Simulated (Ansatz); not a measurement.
Reaction (substitution at a C–Ge bond): `C=[C](F)[GeH2][CH3]` + `[NH2][AlH2]` → `C=C(F)[NH][AlH2]` + `[CH3][GeH3]`

Calculated with Ansatz (gas phase, PBE0-D4/def2-TZVP geometries, no zero-point term in ΔE). CBS: MP2 limit from def2 TZ/QZ plus the TZ coupled-cluster correction, frozen cores. This one scheme is used for every species. Functionals use def2-TZVPP. B3LYP here is the variant with VWN-RPA as its local correlation; programs differ in this. For Ge outer-core shells are correlated without core-valence functions, which leaves a few kJ/mol of doubt a bond. Scalar relativity is left out up to krypton. Each species was taken in one conformer, which may not be the lowest.

`C=[C](F)[GeH2][CH3]`:

Cartesian coordinates in Å:
```
C 0.526 -1.830 -0.514
C -0.146 -1.321 0.504
F -0.621 -2.150 1.460
Ge -0.554 0.569 0.812
C 0.195 1.621 -0.647
H 0.703 -2.897 -0.601
H 0.911 -1.177 -1.286
H -2.083 0.725 0.890
H 0.053 0.976 2.167
H -0.020 2.679 -0.493
H 1.277 1.491 -0.693
H -0.241 1.314 -1.599
```

`[NH2][AlH2]`:

Cartesian coordinates in Å:
```
N -0.110 -0.610 0.704
Al 0.097 0.538 -0.622
H -0.910 -1.208 0.829
H 0.557 -0.760 1.445
H -1.059 0.640 -1.699
H 1.426 1.399 -0.657
```

`C=C(F)[NH][AlH2]`:

Cartesian coordinates in Å:
```
C -1.409 1.398 0.406
C -0.741 0.329 -0.016
F -1.383 -0.614 -0.724
N 0.573 -0.008 0.152
Al 1.478 -1.454 -0.419
H -0.909 2.167 0.976
H -2.459 1.503 0.178
H 1.070 0.693 0.683
H 2.997 -1.418 0.016
H 0.784 -2.594 -1.251
```

`[CH3][GeH3]`:

Cartesian coordinates in Å:
```
C -0.334 -0.441 -0.875
Ge 0.296 0.391 0.775
H -0.483 -1.511 -0.727
H -1.281 0.003 -1.185
H 0.395 -0.299 -1.674
H -0.729 0.187 1.905
H 0.503 1.902 0.570
H 1.635 -0.231 1.212
```

(1) Is it downhill or uphill in electronic energy at CCSD(T)/CBS, and by how much? (Estimate.)

(2) What do these levels give: PBE0-D4, B3LYP-D4, B2PLYP, PBE0, B3LYP, CCSD/def2-TZVPP? (Best estimate.)

Largest T1 diagnostic among the species: 0.013.

## Answers

(1) Ansatz gave: Uphill: ΔE = +3.0 kcal/mol.

(2) Computed: PBE0-D4 -0.8, B3LYP-D4 0.2, B2PLYP 0.9, PBE0 -1.1, B3LYP -0.2, CCSD/def2-TZVPP 2.1 kcal/mol.

In def2-TZVPP, CCSD(T) changes the Hartree–Fock value by +3.6 kcal/mol (the triples alone add +0.3 kcal/mol) and MP2 by +3.7 kcal/mol.
